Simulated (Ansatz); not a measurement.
Relaxation of C3H11ClSi2 (17 atoms, charge 0, multiplicity 1), to a largest force component of 0.02 eV/Å in at most 40 steps.

Computed with RKS PBE0/STO-3G in Ansatz.

```xyz
17
Properties=species:S:1:pos:R:3
C -0.234 -0.611 -2.103
Si 0.812 0.442 -1.014
C 0.411 0.217 0.803
C 0.525 -1.229 1.295
Si -1.157 1.130 1.091
Cl 1.730 1.127 1.718
H -0.197 -1.627 -1.859
H -1.290 -0.241 -2.042
H 0.020 -0.440 -3.120
H 0.744 1.874 -1.399
H 2.202 0.007 -1.256
H 1.434 -1.719 1.123
H -0.368 -1.813 0.780
H 0.231 -1.299 2.394
H -2.268 0.481 0.354
H -1.534 1.105 2.563
H -1.079 2.597 0.712
```

**Question.** Where does it end, and by what steps?

**Answer.** It converged. The force dipped under the threshold on the way, but the program's further checks kept it going. Limits of this set-up: minimal basis. After 10 steps the energy has fallen by 0.845 eV; H10 moved furthest, 0.24 Å.

| step | energy less start (eV) | largest force component (eV/Å) | accepted |
| --- | --- | --- | --- |
| 0 | 0.0000 | 6.460 | yes |
| 1 | -0.7498 | 0.844 | yes |
| 2 | -0.8359 | 0.104 | yes |
| 3 | -0.8402 | 0.063 | yes |
| 4 | -0.8411 | 0.102 | yes |
| 5 | -0.8435 | 0.026 | yes |
| 6 | -0.8421 | 0.172 | no |
| 7 | -0.8440 | 0.008 | yes |
| 8 | -0.8444 | 0.015 | yes |
| 9 | -0.8446 | 0.017 | yes |
| 10 | -0.8446 | 0.012 | yes |

```xyz
17
Properties=species:S:1:pos:R:3
C -0.282 -0.533 -2.132
Si 0.932 0.394 -1.054
C 0.415 0.283 0.768
C 0.458 -1.176 1.289
Si -1.246 1.104 1.164
Cl 1.713 1.239 1.724
H -0.315 -1.597 -1.877
H -1.296 -0.134 -2.036
H 0.006 -0.455 -3.185
H 0.964 1.786 -1.438
H 2.250 -0.179 -1.192
H 1.444 -1.632 1.120
H -0.294 -1.780 0.761
H 0.241 -1.224 2.364
H -2.285 0.396 0.454
H -1.500 1.029 2.582
H -1.225 2.479 0.730
```

Whether the end is a true minimum wasn't checked by a vibrational analysis.

The run took 70 s on 1 thread of Intel(R) Xeon(R) Platinum 8259CL CPU @ 2.50GHz (Skylake/Cascade Lake), on a shared host, peak memory 0.18 GiB.
